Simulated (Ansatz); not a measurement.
```yaml
crystal:
  periodic: [false, false, false]
  atoms:
    - {symbol: B, position_ang: [-0.539773, 1.269964, -0.708962]}
    - {symbol: h, position_ang: [0.252079, -0.538621, -0.350632]}
    - {symbol: N, position_ang: [0.429252, -0.855304, 1.193265]}
    - {symbol: F, position_ang: [-0.632641, -1.670158, -1.321885]}
    - {symbol: H, position_ang: [-0.289876, 2.173982, -1.331008]}
    - {symbol: H, position_ang: [-1.852213, 1.222600, -0.171403]}
    - {symbol: H, position_ang: [1.641659, -0.320634, -1.023812]}
    - {symbol: H, position_ang: [1.351097, -1.116370, 1.611471]}
    - {symbol: H, position_ang: [-0.139978, -0.385700, 1.761040]}
basis:
  gaussian: {orbitals: aug-pcseg-2}
magnetization: {spin_polarized: true, initial_magnetization: 0}
hamiltonian: {xc: {name: HF}}
correlation: {method: mp2}
output: {forces: true}
```

```sh
$ ansatz run in.yaml --threads 2 --pin off --events-out ev --progress --plain --max-ram 4352MiB
```

It prints (some lines left out):

```
Error: YAML parse error: error: line 5 column 16: `h` is not an element symbol (H … Og, case-exact)
 --> <input>:5:16
3 |   atoms:
4 |     - {symbol: B, position_ang: [-0.539773, 1.269964, -0.708962]}
5 |     - {symbol: h, position_ang: [0.252079, -0.538621, -0.350632]}
6 |     - {symbol: N, position_ang: [0.429252, -0.855304, 1.193265]}
7 |     - {symbol: F, position_ang: [-0.632641, -1.670158, -1.321885]}
```

In this input an element symbol is wrong. The input was rejected before any iteration.
